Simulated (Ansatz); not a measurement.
`[SH][In]([SH])[Br]` and `[SH][In]([SH])[Cl]` differ in one element.

Ansatz, PBE0-D4/def2-TZVP geometries, multiplicity 1. Each molecule was computed in one conformer, which needn't be the lowest.

Elements past krypton have def2 core potentials. Scalar relativity is left out up to krypton.

```
                                        property  `[SH][In]([SH])[Br]`
size of the dipole moment (B3LYP/def2-TZVPP) / D                  1.44
              LUMO energy (PBE0/def2-TZVPP) / eV                 -2.14
             LUMO energy (B3LYP/def2-TZVPP) / eV                 -2.41
             HOMO–LUMO gap (PBE/def2-TZVPP) / eV                  3.65
               LUMO energy (PBE/def2-TZVPP) / eV                 -2.96
         HOMO–LUMO gap (ωB97M-V/def2-TZVPP) / eV                  9.75
```

Question: What does the change do to each property? (Best estimate.)

Answer: Ansatz gave: 
```csv
property,`[SH][In]([SH])[Cl]`,shift
size of the dipole moment (B3LYP/def2-TZVPP) / D,1.69,0.25
LUMO energy (PBE0/def2-TZVPP) / eV,-2.08,0.06
LUMO energy (B3LYP/def2-TZVPP) / eV,-2.36,0.05
HOMO–LUMO gap (PBE/def2-TZVPP) / eV,3.72,0.07
LUMO energy (PBE/def2-TZVPP) / eV,-2.92,0.04
HOMO–LUMO gap (ωB97M-V/def2-TZVPP) / eV,9.85,0.10
```

Dipoles are sizes alone; their direction can turn.

B3LYP here is the variant with VWN-RPA as its local correlation; programs differ in this.

Spin–orbit coupling is left out; it splits and shifts lone-pair levels of the heavy atoms by tenths of an eV.
